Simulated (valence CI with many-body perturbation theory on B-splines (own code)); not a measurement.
**E1 transitions of S³⁺**

Computed by valence CI with perturbative core correlation (CI+MBPT): three valence electrons over a frozen Dirac-Fock core [Ne], a basis of 11 s, 11 p, 9 d, 7 f, 5 g, 2 h, 1 i functions for each j, with the one-electron correlation potential Σ1, the two-electron term Σ2, the three-electron term Σ3, Breit, model QED; selected CI, second order for the rest, scaled by the run's own slope (own B-spline code, finite nucleus).

Against 64 measured levels this calculation errs by 78 cm⁻¹ on average and by 191 at most. These come from a selection out of NIST levels in Podobedova, Kelleher and Wiese, J. Phys. Chem. Ref. Data 38, 171 (2009). Levels without a partner in it may be off by more.

Lines 51 to 100 of 276 in falling wavelength, among levels below 37.941 eV, chosen from the strongest by gf and those to the six lowest levels. Wavelengths and rates use the calculated energies, so an error of 80 cm⁻¹ moves a line at 2390 Å by 0.19 % and its rate by three times that or more. Electric multipoles are in the length gauge, E1 and E2 with the static RPA response of the core. Weak lines are less certain than strong ones. Lines between different terms over intervals too small for the method are left out, as are lines whose strength nearly cancels. Where a level lies close to another of its J and parity, the split of strength between their lines is uncertain. The highest levels of a list are the least certain.

Names give the largest LS component (configuration and term), which can be under half, so a name can repeat, a term be missing and a line seem to break the LS rules; names also repeat where a configuration has a term twice. Letters in brackets count levels of one name in rising energy.

| λ vac (Å) | λ from measured levels | Upper | Lower | A (s⁻¹) | log gf | Branch % |
| --- | --- | --- | --- | --- | --- | --- |
| 2390 | 2388 | 3s2 4d 2D_3/2 | 3s2 4p 2P°_1/2 | 4.56e+08 | 0.19 | 62.9 |
| 2273 | 2272 | 3s2 4d 2D_3/2 | 3p3 2P°_1/2 | 1.47e+08 | -0.34 | 20.3 |
| 2272 | 2271 | 3s2 4d 2D_5/2 | 3p3 2P°_3/2 | 1.46e+08 | -0.17 | 20.2 |
| 1973 | 1965 | 3p3 2D°_5/2 | 3s 3p2 2P_3/2 | 3.04e+07 | -0.97 | 10.8 |
| 1751 | 1745 | 3s2 5s 2S_1/2 | 3s2 4p 2P°_3/2 | 7.25e+08 | -0.18 | 19.6 |
| 1745 | 1739 | 3s2 5s 2S_1/2 | 3s2 4p 2P°_1/2 | 3.45e+08 | -0.50 | 9.3 |
| 1698 | 1697 | 3s 3p 4p 2P_1/2 | 3s 3p 3d 2D°_3/2 [a] | 1.18e+08 | -0.99 | 6.2 |
| 1694 | 1690 | 3s 3p 4p 2D_5/2 | 3s 3p 3d 2F°_7/2 [a] | 2.32e+08 | -0.22 | 21.6 |
| 1690 | 1689 | 3p3 2P°_3/2 | 3s2 3d 2D_5/2 | 7.81e+07 | -0.87 | 5.6 |
| 1688 | 1687 | 3s 3p 4p 2P_3/2 | 3s 3p 3d 2D°_5/2 [a] | 1.16e+08 | -0.70 | 5.9 |
| 1684 | 1682 | 3s 3p 4p 2D_3/2 | 3s 3p 3d 2F°_5/2 [a] | 2.92e+08 | -0.30 | 22.9 |
| 1681 | 1676 | 3s2 5s 2S_1/2 | 3p3 2P°_3/2 | 1.66e+08 | -0.85 | 4.5 |
| 1639 | 1638 | 3s2 5d 2D_5/2 | 3s 3p 3d 2F°_7/2 [a] | 1.20e+08 | -0.54 | 10.4 |
| 1629 | 1629 | 3s2 4p 2P°_1/2 | 3s2 3d 2D_3/2 | 3.08e+08 | -0.61 | 12.0 |
| 1624 | 1624 | 3s2 4p 2P°_3/2 | 3s2 3d 2D_5/2 | 2.95e+08 | -0.33 | 12.1 |
| 1623 | 1621 | 3s2 5d 2D_3/2 | 3s 3p 3d 2F°_5/2 [a] | 8.56e+07 | -0.87 | 8.9 |
| 1444 | 1445 | 3s 3p 4p 4D_5/2 | 3s 3p 3d 4D°_5/2 | 4.78e+07 | -1.05 | 3.6 |
| 1434 | 1435 | 3s 3p 4p 4D_7/2 | 3s 3p 3d 4D°_7/2 | 8.63e+07 | -0.67 | 6.6 |
| 1426 | 1424 | 3s 3p2 4P_1/2 | 3s2 3p 2P°_3/2 | 4.50e+04 | -4.56 | 42.8 |
| 1419 | 1417 | 3s 3p2 4P_3/2 | 3s2 3p 2P°_3/2 | 1.80e+04 | -4.66 | 93.6 |
| 1408 | 1406 | 3s 3p2 4P_5/2 | 3s2 3p 2P°_3/2 | 4.84e+04 | -4.06 | 100.0 |
| 1407 | 1405 | 3s 3p2 4P_1/2 | 3s2 3p 2P°_1/2 | 6.01e+04 | -4.45 | 57.2 |
| 1370 | 1371 | 3s 3p 4p 4P_1/2 | 3s 3p 3d 4D°_3/2 | 1.95e+08 | -0.96 | 18.2 |
| 1368 | 1369 | 3s 3p 4p 4P_1/2 | 3s 3p 3d 4D°_1/2 | 2.57e+08 | -0.84 | 24.0 |
| 1368 | 1369 | 3s 3p 4p 4P_3/2 | 3s 3p 3d 4D°_5/2 | 2.53e+08 | -0.55 | 23.5 |
| 1366 | 1367 | 3s 3p 4p 4P_3/2 | 3s 3p 3d 4D°_3/2 | 1.88e+08 | -0.68 | 17.5 |
| 1362 | 1363 | 3s 3p 4p 4P_5/2 | 3s 3p 3d 4D°_7/2 | 4.33e+08 | -0.14 | 40.2 |
| 1361 | 1361 | 3s 3p 4p 4P_5/2 | 3s 3p 3d 4D°_5/2 | 1.49e+08 | -0.60 | 13.9 |
| 1334 | 1335 | 3s 3p 4p 4P_1/2 | 3s 3p 3d 4P°_3/2 | 2.86e+08 | -0.82 | 26.7 |
| 1326 | 1326 | 3s 3p 4p 4P_3/2 | 3s 3p 3d 4P°_5/2 | 2.64e+08 | -0.56 | 24.5 |
| 1323 | 1324 | 3s 3p 4p 4P_5/2 | 3s 3p 3d 4P°_3/2 | 6.45e+07 | -0.99 | 6.0 |
| 1318 | 1319 | 3s 3p 4p 4P_5/2 | 3s 3p 3d 4P°_5/2 | 1.34e+08 | -0.68 | 12.4 |
| 1303 | 1304 | 3s 3p 4p 4S_3/2 | 3s 3p 3d 4P°_1/2 | 1.59e+08 | -0.79 | 14.5 |
| 1299 | 1301 | 3s 3p 4p 4S_3/2 | 3s 3p 3d 4P°_3/2 | 2.59e+08 | -0.58 | 23.6 |
| 1299 | 1297 | 3p3 2P°_3/2 | 3s 3p2 2P_3/2 | 1.54e+08 | -0.81 | 11.0 |
| 1294 | 1296 | 3s 3p 4p 4S_3/2 | 3s 3p 3d 4P°_5/2 | 2.83e+08 | -0.55 | 25.9 |
| 1119 | 1120 | 3s 3p 4p 2P_3/2 | 3s 3p 3d 4F°_5/2 | 1.46e+08 | -0.96 | 7.4 |
| 1112 | 1113 | 3s 3p 4p 4D_3/2 | 3s 3p 3d 4F°_5/2 | 6.77e+08 | -0.30 | 46.8 |
| 1112 | 1113 | 3s 3p 4p 4D_5/2 | 3s 3p 3d 4F°_7/2 | 8.39e+08 | -0.03 | 64.0 |
| 1111 | 1113 | 3s 3p 4p 4D_1/2 | 3s 3p 3d 4F°_3/2 | 7.97e+08 | -0.53 | 53.8 |
| 1110 | 1111 | 3s 3p 4p 4D_7/2 | 3s 3p 3d 4F°_9/2 | 9.16e+08 | 0.13 | 69.8 |
| 1110 | 1111 | 3s 3p 4p 4D_3/2 | 3s 3p 3d 4F°_3/2 | 1.67e+08 | -0.91 | 11.6 |
| 1109 | 1110 | 3s 3p 4p 4D_5/2 | 3s 3p 3d 4F°_5/2 | 1.76e+08 | -0.71 | 13.4 |
| 1105 | 1106 | 3s 3p 4p 4D_7/2 | 3s 3p 3d 4F°_7/2 | 1.02e+08 | -0.82 | 7.8 |
| 1100 | 1099 | 3p3 2D°_3/2 | 3s 3p2 2D_3/2 | 2.14e+08 | -0.81 | 76.9 |
| 1100 | 1099 | 3p3 2D°_5/2 | 3s 3p2 2D_5/2 | 2.33e+08 | -0.60 | 82.8 |
| 1099 | 1098 | 3p3 2D°_5/2 | 3s 3p2 2D_3/2 | 1.69e+07 | -1.74 | 6.0 |
| 1074 | 1074 | 3s 3p2 2D_3/2 | 3s2 3p 2P°_3/2 | 2.36e+07 | -1.79 | 13.5 |
| 1074 | 1073 | 3s 3p2 2D_5/2 | 3s2 3p 2P°_3/2 | 1.69e+08 | -0.76 | 100.0 |
| 1063 | 1063 | 3s 3p2 2D_3/2 | 3s2 3p 2P°_1/2 | 1.52e+08 | -0.99 | 86.6 |
